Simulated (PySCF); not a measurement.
# Dipole moment and polarisability of `ClC[C@H]1CBCCC1`

C6H12BCl.
Numbering: `[Cl:1][CH2:2][C@H:3]1[CH2:4][BH:5][CH2:6][CH2:7][CH2:8]1` (hydrogens: H9, H10 on C2; H11 on C3; H12, H13 on C4; H14 on B5; H15, H16 on C6; H17, H18 on C7; H19, H20 on C8)

Cartesian coordinates in Å at the PBE0-D3(BJ)/def2-SVP level; atoms count from 1:
```
atom  x, y, z in Å
Cl1   -8.2411    1.4661   -0.5433
C2    -7.1749    0.1106   -0.0616
C3    -5.7151    0.3761   -0.3856
C4    -5.1583    1.6067    0.3322
B5    -3.5999    1.7161    0.3892
C6    -2.7202    0.4466    0.1461
C7    -3.4299   -0.7178   -0.5442
C8    -4.8782   -0.8716   -0.0881
H9    -7.5449   -0.7807   -0.5879
H10   -7.3189   -0.0395    1.0194
H11   -5.6578    0.5600   -1.4745
H12   -5.6439    2.5338   -0.0127
H13   -5.4262    1.5596    1.4134
H14   -3.0819    2.7526    0.7523
H15   -2.4448    0.1631    1.1874
H16   -1.7498    0.6871   -0.3197
H17   -3.4249   -0.5507   -1.6359
H18   -2.8872   -1.6641   -0.3845
H19   -4.9063   -1.0786    0.9990
H20   -5.3312   -1.7493   -0.5790
```

Level: CAM-B3LYP/def2-SVPD (PySCF), static field, nuclei fixed, core orbitals frozen in the response. The polarisability tensor in these axes (au):

```
x   111.80  -5.70   3.53
y    -5.70  95.99   2.25
z     3.53   2.25  80.98
```

Task: Give the principal values, the mean and the anisotropy Δα = √{½[(α1 − α2)² + (α2 − α3)² + (α1 − α3)²]}.

Result: Principal values 80.03, 94.88 and 113.86 au; mean 96.26 au = 14.26 Å³ = 15.87 × 10⁻⁴⁰ C²·m²/J; Δα = 29.37 au (31 % of the mean).

Task: What is the dipole moment, and where does it point?

Result: (1.54, -1.82, 0.45) D, 2.42 D in size, pointing from the negative to the positive side. Measured along this direction, the outermost atoms are Cl1 at the negative end and H18 at the positive end.

Task: Along which axes do the principal values lie, and how far do the nuclei extend along each?

Result: Largest value along (0.95, -0.29, 0.08), where the nuclei span 6.43 Å; middle along (0.27, 0.94, 0.22), 5.12 Å; least along (-0.14, -0.19, 0.97), 3.04 Å. The response follows the extents in order.

Task: Find the Langevin capture rate constant for NO+ (29.998 u) meeting this molecule (130.072 u), k = 2.342 × 10⁻⁹ cm³/s × √(α in Å³ / reduced mass in u).

Result: The reduced mass is 24.38 u, so k = 1.79 × 10⁻⁹ cm³/s. The formula leaves out the permanent dipole, which adds to the capture rate.

Task: In a dilute gas of rigid molecules at 250 K, how does the orientational term μ²/3kT compare with the electronic polarisability?

Result: In Gaussian units μ²/3kT = 56.74 Å³ against 14.26 Å³, a ratio of 3.98; the Debye molar polarisation (4π/3)N_A(α + μ²/3kT) is 179.1 cm³/mol, leaving out the vibrational part.

Task: Form Σ f/ω² (atomic units) for the 10 lowest TDDFT singlets, given as eV and f, and set it beside the mean polarisability, which is this sum over all singlets: 5.86, 0.0016; 6.05, 0.0019; 7.39, 0.0032; 7.43, 0.0070; 7.81, 0.0063; 7.86, 0.0021; 7.93, 0.0020; 7.99, 0.0184; 8.03, 0.0548; 8.11, 0.0112.

Result: They add up to 1.30 au, 1.4 % of the 96.26 au; the largest single term is 0.63 au, from the state at 8.03 eV. Terms in order: 0.03, 0.04, 0.04, 0.09, 0.08, 0.03, 0.02, 0.21, 0.63, 0.13 au. Higher excitations give the rest. The strengths listed sum to 0.109.

Task: Molar refractivity from α?

Result: Lorentz–Lorenz: R = (4π/3)N_A α = 2.5225 cm³/(mol·Å³) × 14.26 Å³ = 36.0 cm³/mol, in the limit of long wavelengths.

Geometry: PBE0-D3(BJ)/def2-SVP, one conformer, isolated molecule.
